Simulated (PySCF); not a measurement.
How methods differ on the ionisation energy of Al⁺

Al⁺ [Ne] 3s2 (1S) → Al²⁺ [Ne] 3s1 (2S), as a difference of total energies. All numbers are calculated (PySCF 2.14, the spin-free X2C one-electron Hamiltonian (Gaussian nucleus), in x2c-TZVPall (5s5p2d1f, 37 functions)). Correlated levels: valence: [Ne] frozen. The calculations carry no spin-orbit coupling.

| method | ionisation energy (eV) | error (eV) |
| --- | --- | --- |
| UHF | 17.559 | -1.270 |
| PBE0 | 18.707 | -0.122 |
| BP86 | 18.899 | +0.070 |
| MP2 (valence) | 18.297 | -0.532 |
| SCS-MP2 (valence) | 18.445 | -0.384 |
| CCSD (valence) | 18.623 | -0.206 |

Reference: 18.829 eV (measured; NIST Atomic Spectra Database, ionization energies).

Errors of the correlated levels include the incompleteness of this basis and the frozen core.

With two correlated electrons CCSD is exact in that space.
